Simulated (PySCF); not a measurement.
Si(H)(SiH3) anion (H4Si2), SMILES [SiH][SiH3] (connectivity only; charge and spin as stated), charge -1, multiplicity 2. Atoms are numbered in the order given.

```xyz
6

Si     0.1052    -1.3028     0.0000
H     -1.4355    -1.3619     0.0000
Si    -0.0006     1.0344     0.0000
H     -0.6875     1.7006     1.1711
H     -0.6875     1.7006    -1.1711
H      1.3458     1.7174     0.0000
```
Charge -1, spin multiplicity 2.

Geometry: ωB97X-D3(BJ)/def2-TZVPD. The spin state was assumed, not searched. The isomer is the one that the SMILES or the coordinates give; other isomers of the formula were not compared.

The numbers are results of M06-2X/def2-TZVPD in PySCF, not measurements.

Computed frontier levels, dipole moment and polarisability:
```
Item                                                                Value
------------------------------------------------  -----------------------
α spin, highest occupied and lowest empty level         -0.54 and 4.19 eV
β spin, highest occupied and lowest empty level         -1.71 and 3.27 eV
dipole moment about the centre of nuclear charge                   2.27 D
mean static polarisability                         104.3 bohr³ (15.45 Å³)
polarisability, principal values                  86.1, 95.1, 131.6 bohr³
⟨S²⟩                                              0.755 (pure state 0.75)
```
